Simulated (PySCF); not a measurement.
Excitation energy of Be by level of theory

Be [He] 2s2 (1S) → Be [He] 2p2 (3P), as a difference of total energies. Calculation: PySCF 2.14, in x2c-TZVPPall (5s3p1d, 19 functions); the spin-free X2C one-electron Hamiltonian (Gaussian nucleus). Correlated levels: valence: 1s2 frozen. The calculations carry no spin-orbit coupling.

Problem. Order these methods by the excitation energy they give, lowest first.
A. SCS-MP2 (valence)
B. CCSD (valence)
C. MP2 (valence)
D. UHF

Solution. D (52252 cm⁻¹), C (56953 cm⁻¹), A (58779 cm⁻¹), B (60490 cm⁻¹).

Errors of the correlated levels include the incompleteness of this basis and the frozen core.

The basis was made for the ground configuration and has no added diffuse functions, so the excitation energy can come out too high.

With two correlated electrons CCSD is exact in that space.

For comparison: 59696 cm⁻¹ (measured; NIST levels, between the centres of gravity of the two terms).
